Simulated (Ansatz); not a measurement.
`[NH2][Ta](=[O])([Cl])[Cl]`, charge 0, multiplicity 1.

Task: Give a relaxed structure at PBE0-D4/def2-TZVP (the Gaussian-basis code of Ansatz). (Estimate.)

Result: Ansatz gave: 
```xyz
7

N     0.9595   -0.7669    0.1434
Ta   -0.5994    0.3778   -0.1061
O    -1.8088   -0.7098   -0.6217
Cl   -1.2042    1.3539    1.8953
Cl   -0.1856    1.9473   -1.7460
H     1.8655   -0.4387    0.4503
H     0.9730   -1.7636   -0.0152
```
Point group Cs.
